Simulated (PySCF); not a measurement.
Zn(SeH)(OSiH3) (H4OSeSiZn), SMILES [SiH3][O][Zn][SeH].

The structure is a stationary point at B3LYP-D3(BJ)/def2-SVP. The structure was generated by enumeration; whether it is a known compound was not checked. Other conformers were not sampled.

Calculation: PySCF with TDA-M06-2X/def2-SVPD.

Vertical excitations. 

| state | energy (eV) | λ (nm) | f | main pairs |
|---|---|---|---|---|
| S1 | 4.73 | 262 | 0.037 | HOMO→LUMO 94 % |
| S2 | 5.25 | 236 | 0.003 | HOMO→LUMO+1 83 % |
| S3 | 5.93 | 209 | 0.005 | HOMO→LUMO+3 46 %, HOMO→LUMO+4 31 %, HOMO→LUMO+1 13 % |
| S4 | 6.02 | 206 | 0.002 | HOMO−1→LUMO 63 %, HOMO→LUMO+2 21 % |
| S5 | 6.08 | 204 | 0.004 | HOMO→LUMO+2 45 %, HOMO−2→LUMO 28 %, HOMO−1→LUMO 11 % |
| S6 | 6.34 | 196 | 0.057 | HOMO−2→LUMO 52 %, HOMO−3→LUMO 13 %, HOMO−1→LUMO 10 %, HOMO→LUMO+2 9 % |
| S7 | 6.86 | 181 | 0.113 | HOMO−2→LUMO+1 32 %, HOMO−3→LUMO 23 %, HOMO−3→LUMO+1 16 %, HOMO−1→LUMO+1 11 % |
| S8 | 7.04 | 176 | 0.007 | HOMO−2→LUMO+1 46 %, HOMO−1→LUMO+1 29 %, HOMO−3→LUMO 8 % |
| S9 | 7.11 | 174 | 0.014 | HOMO→LUMO+4 49 %, HOMO→LUMO+3 40 % |
| S10 | 7.18 | 173 | 0.279 | HOMO−1→LUMO+1 37 %, HOMO−3→LUMO 12 %, HOMO−2→LUMO+1 10 %, HOMO−2→LUMO+2 7 % |
| T1 | 4.45 | 279 | 0 | HOMO→LUMO 93 % |
| T2 | 5.00 | 248 | 0 | HOMO→LUMO+1 65 %, HOMO→LUMO+3 17 %, HOMO→LUMO+4 13 % |
| T3 | 5.58 | 222 | 0 | HOMO→LUMO+2 60 %, HOMO−2→LUMO 14 %, HOMO−3→LUMO 12 % |
| T4 | 5.74 | 216 | 0 | HOMO→LUMO+3 34 %, HOMO→LUMO+1 30 %, HOMO→LUMO+4 23 % |
Triplets are in the Tamm–Dancoff approximation.
